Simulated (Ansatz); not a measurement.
NH2 (SMILES [NH2]), charge 0, multiplicity 2, relaxed at each level with Ansatz (an electronic-structure program); harmonic frequencies from differences of analytic forces, average atomic masses, frozen cores. Open shells are unrestricted.

```tsv
level	harmonic frequencies (cm⁻¹)	ZPE (eV)	cost over HF/def2-TZVPP (rough)
HF/def2-TZVPP	1640 3604 3692	0.554	×1
PBE0/def2-TZVPP	1534 3397 3492	0.522	×2
wB97X-V/def2-TZVPP	1539 3405 3496	0.523	×4
MP2/cc-pVTZ	1559 3447 3551	0.530	×2
CCSD(T)/cc-pVDZ	1564 3318 3415	0.514	×2
CCSD(T)/cc-pVTZ	1558 3365 3458	0.519	×30
```

Measured: fundamentals as far as tabulated 3219, 1497, 3301 cm⁻¹ [NIST CCCBDB]. Measured modes stand in the spectroscopists' order.
